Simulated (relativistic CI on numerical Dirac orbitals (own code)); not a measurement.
**Energy levels of Bi⁷⁹⁺**

Computed by Dirac-Coulomb-Breit CI, KLI orbitals optimised for each configuration, model QED, unscaled Slater integrals (own radial code, finite nucleus).

Configuration list (outside the closed core 1s2): 2s², 2s2p, 2p², 2p3s, 2p3p, 2s3s, 2s3p, 2s3d, 2s4s, 2s4p, 2s4d, 2s4f, 3s², 3s3p, 3p². Levels of other configurations are missing.

```csv
No.,Configuration,Term,J,E (eV),%,Next component (%),Lifetime (s)
1,2s²,¹S,0,0.0,98,1 2p² ³P,
2,2s2p,³P°,0,214.6,100,,
3,2s2p,³P°,1,252.3,69,31 ¹P°,1.32e-10
4,2p²,³P,0,594.5,67,32 ¹S,9.76e-12
5,2s2p,³P°,2,2732.2,100,,1.42e-11
6,2s2p,¹P°,1,2838.2,69,31 ³P°,2.61e-14
7,2p²,³P,1,3060.3,100,,3.44e-14
8,2p²,¹D,2,3078.2,66,34 ³P,3.66e-14
9,2p²,³P,2,5594.2,66,34 ¹D,1.79e-14
10,2p²,¹S,0,5674.1,68,32 ³P,1.64e-14
11,2s3s,³S,1,14400.8,100,,1.68e-15
12,2s3s,¹S,0,14442.9,99,,2.13e-15
13,2s3p,³P°,1,14498.5,66,33 ¹P°,1.20e-15
14,2s3p,³P°,0,14499.3,100,,1.47e-13
15,2p3s,³P°,0,14662.9,100,,2.30e-15
16,2p3s,³P°,1,14665.7,66,33 ¹P°,1.94e-15
17,2p3p,³D,1,14721.3,74,22 ¹P,7.39e-16
18,2p3p,³P,0,14788.5,67,32 ¹S,7.54e-16
19,2s3p,³P°,2,15244.5,100,,8.45e-14
20,2s3p,¹P°,1,15253.0,67,33 ³P°,9.63e-16
21,2s3d,³D,1,15282.1,100,,3.34e-16
22,2s3d,³D,2,15287.8,66,34 ¹D,3.13e-16
23,2s3d,³D,3,15476.2,100,,3.69e-16
24,2s3d,¹D,2,15481.2,34,26 2p3p ³D,6.27e-16
25,2p3p,³P,1,15495.2,49,30 ³S,1.36e-15
26,2s3d,¹D,2,15510.1,32,25 2p3p ³D,5.61e-16
27,2p3s,³P°,2,17209.2,100,,2.68e-15
28,2p3s,¹P°,1,17220.8,67,33 ³P°,1.51e-15
29,2p3p,³P,1,17294.7,51,29 ³S,7.86e-16
30,2p3p,³D,2,17295.6,49,34 ¹D,7.81e-16
31,2p3p,³D,3,18022.0,100,,1.29e-15
32,2p3p,¹P,1,18023.2,55,38 ³S,1.25e-15
33,2p3p,³P,2,18059.8,66,34 ¹D,1.22e-15
34,2p3p,¹S,0,18093.4,67,33 ³P,1.22e-15
35,2s4s,³S,1,19302.0,100,,2.72e-15
36,2s4s,¹S,0,19317.2,100,,2.68e-15
37,2s4p,³P°,1,19340.2,67,33 ¹P°,1.83e-15
38,2s4p,³P°,0,19340.2,100,,5.02e-15
39,2s4p,³P°,2,19651.0,100,,9.08e-15
40,2s4p,¹P°,1,19653.7,67,33 ³P°,1.62e-15
41,2s4d,³D,1,19665.9,100,,7.37e-16
42,2s4d,³D,2,19668.1,65,35 ¹D,7.36e-16
43,2s4d,³D,3,19748.9,100,,8.54e-16
44,2s4d,¹D,2,19755.6,65,35 ³D,8.48e-16
45,2s4f,³F°,3,19758.3,59,41 ¹F°,1.65e-15
46,2s4f,³F°,2,19758.8,100,,1.64e-15
47,2s4f,³F°,4,19797.7,100,,1.71e-15
48,2s4f,¹F°,3,19799.4,59,41 ³F°,1.72e-15
```

Energies count from the lowest computed level; ° marks odd parity; lifetimes are radiative, by E1, M1, E2, M2 decay to levels of this space only; some are left blank where a channel outside the calculation adds to the decay or the decay crosses a small, uncertain gap.

The mean weight of the leading LS term, summed over parents, in these 48 levels is 78 %, and that of the leading jj configuration (from the same eigenvectors) 98 %, so jj coupling describes them better and the LS labels are nominal.

At this charge energies of transitions that change n are usually good to better than 1 %, and those within a shell (Δn = 0) to a few per cent.

LS names give the leading component of a level, which can be under half, so a name can repeat, a term be missing and a line seem to break the LS rules.
